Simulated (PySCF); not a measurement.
ClH9Si4.
Atom-mapped SMILES: `[SiH3:1][SiH2:2][SiH2:3][SiH2:4][Cl:5]` (hydrogens: H6, H7, H8 on Si1; H9, H10 on Si2; H11, H12 on Si3; H13, H14 on Si4)

Torsions of this conformer, `[SiH3:1][SiH2:2][SiH2:3][SiH2:4][Cl:5]`: Si1–Si2–Si3–Si4 -52°, Si2–Si3–Si4–Cl5 -23°.

The closed-shell ground state was solved at several levels (PySCF, density fitting, gas phase, non-relativistic). The structure is a single GFN2-xTB conformer in the gas phase; no vibrational or solvent corrections.

```json
{"level": "PBE0/def2-SVPD", "basis functions": "195", "total energy (Eh)": "-1622.4718", "HOMO (eV)": "-8.23", "LUMO (eV)": "-0.96", "gap (eV)": "7.27", "dipole (D)": "1.33"}
{"level": "PBE0/pcSseg-1", "basis functions": "165", "total energy (Eh)": "-1622.9068", "HOMO (eV)": "-8.31", "LUMO (eV)": "-0.96", "gap (eV)": "7.35", "dipole (D)": "1.52"}
```

(1) What might B3LYP/def2-SVPD (195 basis functions) give for the same quantities?

(2) Over all these levels, which gives the widest orbital gap and which the narrowest?

(3) How far do the dipole and the HOMO energy spread over the levels?

Answers

(1) Total energy -1623.2136 Eh, HOMO -8.01 eV, LUMO -1.10 eV, gap 6.91 eV, dipole 1.33 D.

(2) PBE0/pcSseg-1 (global hybrid, 25 % exact exchange) has the widest, 7.35 eV, and B3LYP/def2-SVPD (global hybrid, 20 % exact exchange) the narrowest, 6.91 eV. Functional and basis both differ between the two, so the spread mixes both effects.

(3) The dipole runs from 1.33 to 1.52 D (mean 1.39 D) and the HOMO from -8.31 to -8.01 eV.
